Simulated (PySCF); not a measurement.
**C7H7: g tensor and hyperfine couplings**

Compound: C7H7 (doublet state).
Structure used (PBE0-D3(BJ)/def2-SVP), in Å, numbered top down from 1:
```
atom  x, y, z in Å
C1    -0.051   -1.620   -0.105
C2     1.145   -1.247    0.358
C3     1.397    0.095    0.845
C4     0.745    1.219    0.430
C5    -0.262    1.286   -0.602
C6    -1.148    0.321   -0.938
C7    -1.349   -0.923   -0.117
H8     1.974   -1.965    0.383
H9     2.240    0.219    1.532
H10    1.119    2.177    0.807
H11   -0.276    2.208   -1.193
H12   -1.753    0.447   -1.841
H13   -1.630   -0.667    0.925
H14   -2.153   -1.551   -0.528
```

As a line formula: `[C]1=CC=CC=CC1` [radical].

Theory: UKS B3LYP, IGLO-III on C, pcH-1 on H, non-relativistic, mean-field spin-orbit, GIAO (PySCF). One conformer (not necessarily the lowest) at the PBE0-D3(BJ)/def2-SVP geometry, without solvent, vibrations or thermal averaging. No stability test was run, so a lower SCF solution isn't excluded.

| Item | Value |
| --- | --- |
| g1, g2, g3 | 2.00158, 2.00223, 2.00269 |
| g_iso | 2.00217 |
| Form of g | rhombic: the two nearest values differ by 41 % of g3 − g1 |
| ⟨S²⟩ | 0.7641 (exact 0.7500) |
| HOMO–LUMO gap, α and β orbitals | 4.65, 3.84 eV |
| Total energy | -270.93260 Eh |
| Basis functions | 315 |

Isotropic coupling and dipolar principal values T1 to T3, in G; ρ(0) is the spin density at the nucleus (MHz turned into gauss with g_iso; 10 G = 1 mT):

| atom | isotope | a_iso | T1 | T2 | T3 | Mulliken spin population | ρ(0) (bohr⁻³) |
| --- | --- | --- | --- | --- | --- | --- | --- |
| C1 | 13C | 111.3 | -28.4 | -19.3 | 47.7 | 0.98 | 0.2775 |
| C2 | 13C | 3.3 | -6.7 | 0.4 | 6.4 | -0.11 | 0.0083 |
| C3 | 13C | 23.7 | -3.3 | -0.9 | 4.2 | 0.09 | 0.0592 |
| C4 | 13C | -3.2 | -3.1 | 1.3 | 1.8 | -0.06 | -0.0080 |
| C5 | 13C | 1.8 | -1.2 | -0.6 | 1.8 | 0.04 | 0.0045 |
| C6 | 13C | 6.8 | -2.6 | 0.1 | 2.5 | -0.02 | 0.0170 |
| C7 | 13C | 7.7 | -2.8 | -1.9 | 4.7 | -0.03 | 0.0191 |
| H8 | 1H | 25.0 | -2.4 | -1.9 | 4.4 | 0.03 | 0.0157 |
| H9 | 1H | 4.4 | -1.4 | -0.8 | 2.1 | 0.01 | 0.0028 |
| H10 | 1H | 2.8 | -0.5 | -0.1 | 0.6 | 0.00 | 0.0018 |
| H11 | 1H | -1.4 | -0.8 | -0.3 | 1.1 | 0.00 | -0.0009 |
| H12 | 1H | 3.4 | -0.9 | -0.4 | 1.3 | 0.01 | 0.0021 |
| H13 | 1H | 18.1 | -2.3 | -0.9 | 3.1 | 0.03 | 0.0114 |
| H14 | 1H | 25.3 | -2.6 | -2.4 | 5.0 | 0.02 | 0.0159 |

The Mulliken spin populations are largest on C1 (+0.98), C2 (-0.11) and C3 (+0.09). No atom but C1 exceeds +0.15. The positive populations add up to 1.22 and the negative ones to -0.22, together 2S = 1.

Axes: g1 points within 15° of the C1–C7 bond and g2 points within 10° of the C2–C3 bond.

Under fast tumbling the dipolar parts average out, and these isotropic splittings remain: 1 × 1H (H8, I = 1/2, 2 lines) with 2.50 mT, 2 × 1H (H13/H14, I = 1/2, 3 lines) with 2.17 mT, 1 × 1H (H9, I = 1/2, 2 lines) with 0.44 mT, 1 × 1H (H12, I = 1/2, 2 lines) with 0.34 mT, 1 × 1H (H10, I = 1/2, 2 lines) with 0.28 mT and 1 × 1H (H11, I = 1/2, 2 lines) with 0.14 mT.

Means are taken over nuclei equivalent by connectivity, which assumes that they swap fast. The 1H value of +60.9 MHz is a mean of couplings from 50.8 to 71.0 MHz in this one geometry, not an average over conformers.

The 13C coupling of C1 (311.9 MHz) shows only in satellite lines or after enrichment, since that isotope makes up about 1.07 % of natural carbon.

β density exceeds α density at some nuclei, such as C4 (-0.0080), spin density in bohr⁻³. In a single determinant that takes different orbitals for the two spins, that is spin polarisation.
